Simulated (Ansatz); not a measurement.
`B[S][GaH][SiH3]`, relaxed with RKS PBE0-D4/def2-TZVP in Ansatz 0.2.0 from a GFN2-xTB geometry. The force threshold is 0.005 eV/Å; the program also tests the step.

Charge 0, multiplicity 1.

Start:

```xyz
10

B     1.676    1.558   -0.259
S     1.916    0.746    1.275
Ga    0.128   -0.687    1.239
Si   -1.504   -0.900   -0.550
H     2.431    2.390   -0.575
H     0.766    1.264   -0.953
H     0.182   -1.518    2.646
H    -0.862   -1.303   -1.817
H    -2.514   -1.920   -0.222
H    -2.218    0.370   -0.784
```

```tsv
step	energy (eV)	largest force (eV/Å)	largest move (Å)
1	-71851.7755	0.735	0.000
2	-71851.8516	0.424	0.174
3	-71851.8857	0.132	0.090
4	-71851.8878	0.076	0.021
5	-71851.8890	0.035	0.017
6	-71851.8896	0.071	0.034
7	-71851.8901	0.009	0.011
8	-71851.8901	0.004	0.004
```

End:

```xyz
10

B     1.558    1.493   -0.322
S     1.830    0.714    1.255
Ga    0.132   -0.741    1.339
Si   -1.403   -0.835   -0.515
H     2.328    2.342   -0.656
H     0.642    1.187   -1.027
H     0.120   -1.587    2.661
H    -0.685   -1.197   -1.766
H    -2.454   -1.859   -0.262
H    -2.068    0.482   -0.708
```

It took 26 s on 2 threads of an AMD EPYC 7R13 on a shared host and a share of an NVIDIA H100 80 GB, with 0.87 GiB of host memory at the peak.
